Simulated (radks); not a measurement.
Values are calculated unless marked as measured or tabulated.
Q: The mean radii <r> (bohr) of the occupied orbitals of an atom or ion are listed with their occupations. Level of theory: Dirac Kohn-Sham, PBE, spin-unpolarised, spherical densities, point nucleus (a radial shooting solver on a logarithmic mesh with Libxc functionals).

orbital  occ.      <r>
1s1/2       2  0.03111
2s1/2       2   0.1345
2p1/2       2   0.1141
2p3/2       4   0.1192
3s1/2       2   0.3683
3p1/2       2   0.3600
3p3/2       4   0.3709
3d3/2       4   0.3437
3d5/2       6   0.3472
4s1/2       2   0.9127
4p1/2       2   0.9803
4p3/2       4    1.012
4d3/2       4    1.374
4d5/2       6    1.397
4f5/2       1    17.46

Name the element and its charge. Open shells, if any, fill j = l - 1/2 first.

A: Z = 47, silver, charge 0: Ag in [Kr] 4d10 4f1. The 1s radius gives Z: for a bare nucleus <r> = (2 gamma + 1)/(2Z) with gamma = sqrt(1 - (Z/c)^2), 0.03062 bohr for Z = 47, and screening makes it slightly larger (0.03111 here). The occupations add up to 47, and the charge is Z minus that.
